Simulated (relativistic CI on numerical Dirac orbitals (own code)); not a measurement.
**Ta2+: 4f photoemission**

Computed with this model: Dirac-Coulomb-Breit CI, separate exchange-only KLI orbitals for each configuration, QED by a radiative potential, valence Slater integrals scaled by 0.7, multiplet model of photoemission in the sudden approximation; configurations [Xe] 4f14 5d3 → [Xe] 4f13 5d3; 300 K; Lorentzian 0.25 eV and Gaussian 0.5 eV FWHM. Energies are those of the free ion, without screening or charge transfer. The energies are binding energies and can lie tens of eV above those of solids. S is read from ⟨S²⟩ = S(S + 1).

Field parameters in Wybourne normalisation: Oh B⁴₀ = 21Dq, B⁴₄ = √(5/14) B⁴₀. The field is a parameter set, without covalency.

free ion: ground-state S = 1.45, centroid 46.66 eV. Peaks (eV, height): 45.6 (100), 47.7 (60).

Oh, 10Dq = 5500 cm⁻¹: ground-state S = 1.47, centroid 46.77 eV. Peaks (eV, height): 45.7 (100), 47.8 (60).

Strongest unbroadened transitions for free ion:

| Energy (eV) | Relative strength |
| --- | --- |
| 45.41 | 88.6 |
| 45.52 | 77.0 |
| 45.61 | 41.1 |
| 45.75 | 58.4 |
| 45.95 | 87.7 |
| 45.98 | 8.3 |
| 46.29 | 8.6 |
| 46.84 | 9.5 |
| 47.01 | 6.1 |
| 47.63 | 100.0 |
| 47.74 | 16.0 |
| 47.81 | 13.6 |
| 47.99 | 13.4 |
| 48.04 | 8.4 |
| 48.34 | 31.7 |
| 48.69 | 9.5 |
| 48.82 | 6.5 |
| 49.50 | 8.4 |
